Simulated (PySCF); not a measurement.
## Dipole response of Ru (ruthenium, neutral)

[Kr] 4d8, high-spin 3F determinant (an excited configuration). All numbers are calculated (PySCF 2.14, a scalar-relativistic core potential, in def2-QZVPPD with the def2 core potential (28 electrons) (7s5p4d4f2g, 88 functions)). Coupled (time-dependent) response in atomic units; α is the mean over directions.

```tsv
method	mean α (bohr³)	C₆ (like pair)	S(−4)
TPSS	42.91	329.3	2141
```

S(−4) is the Cauchy moment in α(ω) = α(0) + S(−4) ω² + …

Spin-orbit coupling is absent.

α(iu) at TPSS:

| u (hartree) | α(iu) (bohr³) |
| --- | --- |
| 0 | 42.91 |
| 0.0500 | 38.58 |
| 0.100 | 31.55 |
| 0.200 | 22.22 |
| 0.300 | 17.06 |
| 0.500 | 11.31 |
| 0.750 | 7.611 |
| 1.00 | 5.552 |
| 1.50 | 3.384 |
| 2.00 | 2.285 |
| 3.00 | 1.236 |
| 5.00 | 0.5203 |

A single London oscillator, α(iu) = α/(1 + u²/ω²), gives C₆ = (3/4) ω α². Matching the computed C₆ needs ω = 4 × 329.3 / (3 × 42.91²) = 0.238 hartree.

Energies and moments cover only the electrons outside the core potential.
